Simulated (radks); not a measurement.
The numbers below are computed, except where a source is named.
All-electron atom: the titanium ion Ti0.625+ in [Ar] 3d2 4s(up 1, down 0.375) (fractional occupations, a model configuration).

Level of theory: scalar-relativistic Kohn-Sham, PBE, spin-polarised, spherical densities, point nucleus; open shells are filled with parallel spins first (a radial shooting solver on a logarithmic mesh with Libxc functionals).

Energy parts (eV):
| part | energy |
|---|---|
| total | -23223.826 |
| kinetic | 23419.769 |
| electron-nucleus | -55124.885 |
| Hartree | 9620.619 |
| exchange-correlation | -1139.328 |

Orbitals (lengths in bohr, moments of r in powers of bohr; <r^-3> diverges for s and p1/2; r(max) is where P^2 peaks):
orbital   occ.  eigenvalue (eV)   r(max)      <r^4>  <r^-3>     <r^2>
1s up        1        -4873.079  0.04555  0.0001092       -  0.006513
1s down      1        -4873.070  0.04555  0.0001092       -  0.006513
2s up        1        -541.3164   0.2689    0.02752       -    0.1250
2s down      1        -540.7570   0.2688    0.02742       -    0.1247
2p up        3        -448.5850   0.2196    0.02222   264.4    0.1038
2p down      3        -448.1495   0.2195    0.02211   264.9    0.1036
3s up        1         -67.6830   0.8697      2.228       -     1.171
3s down      1         -65.8484   0.8695      2.229       -     1.171
3p up        3         -43.9209   0.9024      3.408   30.31     1.391
3p down      3         -42.0881   0.9020      3.428   30.28     1.393
3d up        2          -9.2111   0.9804      25.96   1.992     3.133
4s up        1          -8.4976    2.782      228.6       -     12.01
3d down      0          -7.4713   0.9817      31.91   1.946     3.374
4s down  0.375          -7.3449    2.826      271.6       -     12.94

The highest occupied level is 4s down at -7.345 eV. The configuration is held as typed, so some empty levels lie below it. Summed over all electrons, <r^2> = 34.71 bohr^2, which gives a Langevin (diamagnetic) susceptibility term of -27.5 x 10^-6 cm^3/mol. Spin moment in Bohr magnetons: 2.625. The density falls to 0.001 e/bohr^3 at r = 4.43 bohr.
